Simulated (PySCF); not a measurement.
# Molecular orbitals of CeP

PBE0 at R = 2.328 Å; Ce x2c-TZVPall, P x2c-TZVPall; spin-free X2C with a Gaussian nucleus (PySCF 2.14). State: quartet, about 1.5 electrons in the 4f shell (Mulliken), real f orbitals that mix terms, a second solution, started from another occupation. Only the outer orbitals are listed, counted within each symmetry.

```tsv
spin	orbital	occ.	ε (eV)	on Ce (%)	main shells (%)
α	15σ	1	-13.45	11	89 P s
α	16σ	1	-5.89	30	68 P p, 21 Ce d
α	8π	1	-5.43	34	65 P p, 30 Ce d
α	8π	1	-5.39	32	67 P p, 27 Ce d
α	1φ	1	-4.28	99	98 Ce f
α	9π	1	-2.72	92	38 Ce f, 35 Ce d, 19 Ce p
α	17σ	0	-2.18	99	80 Ce s, 10 Ce d, 9 Ce p
α	3δ	0	-0.91	99	99 Ce d
α	3δ	0	-0.90	97	92 Ce d
β	7π	1	-22.02	100	100 Ce p
β	7π	1	-21.51	100	100 Ce p
β	15σ	1	-12.37	11	89 P s
β	8π	1	-5.13	31	68 P p, 26 Ce d
β	8π	1	-5.01	29	70 P p, 23 Ce d
β	16σ	0	-2.32	42	55 P p, 22 Ce d, 10 Ce s
β	17σ	0	-1.64	98	75 Ce s, 21 Ce d
β	3δ	0	-0.39	99	98 Ce d
```

Question: Which are the highest filled and the lowest empty level, where do they sit, and how wide is the gap?

Answer: Highest filled α 9π at -2.72 eV (in %: 38 Ce f, 35 Ce d, 19 Ce p); lowest empty β 16σ at -2.32 eV (in %: 55 P p, 22 Ce d, 10 Ce s); the gap at PBE0 is 0.40 eV.

```
bond order (Mayer)                              : 2.32
⟨S²⟩                                            : 3.760
charge on Ce (Mulliken, basis-dependent)        : 0.48
charge on Ce (Löwdin, basis-dependent)          : -0.04
dipole moment (positive dipole means Ce(−)P(+)) : -5.36 D
```

Spin–orbit coupling is left out.
